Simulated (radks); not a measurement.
The numbers below are computed, except where a source is named.
The tellurium anion Te2-, [Xe], held by a Watson sphere: a shell of charge +2 at radius R that stands for the Madelung well of a crystal (potential energy -2/R inside, -2/r outside, in hartree with lengths in bohr). Code: a radial shooting solver on a logarithmic mesh with Libxc functionals. Model: scalar-relativistic Kohn-Sham, PBEsol, spin-polarised, spherical densities, finite nucleus; Fermi nuclear charge, rms radius of each element as measured or else 0.836 A^(1/3) + 0.57 fm. Response by self-consistent Sternheimer equations with the Hartree and adiabatic LDA kernel, the relativistic mass of each level held fixed and spin-orbit coupling left out. The sphere does not respond.

R (bohr)  e(4d) (eV)  e(5s) (eV)  e(5p) (eV)  <r> 5p (bohr)  sum of <r^2> (bohr^2)  X-ray form factor at sin(theta)/lambda = 0.3 1/angstrom  alpha (bohr^3)
4.58         -38.432     -12.661      -4.443          3.084                  97.85                                                   36.053           110.0
4.63         -38.389     -12.603      -4.384          3.092                  98.29                                                   36.054           112.5
5.07         -38.024     -12.131      -3.895          3.162                  102.2                                                   36.059           136.0
5.67         -37.572     -11.583      -3.312          3.247                  107.2                                                   36.062           175.1
5.7          -37.551     -11.558      -3.285          3.251                  107.5                                                   36.062           177.3

Estimate the row for R = 4.09 bohr.

Answer. e(4d) (eV) -38.872; e(5s) (eV) -13.282; e(5p) (eV) -5.056; <r> 5p (bohr) 2.995; sum of <r^2> (bohr^2) 93.31; X-ray form factor at sin(theta)/lambda = 0.3 1/angstrom 36.042; alpha (bohr^3) 88.41.
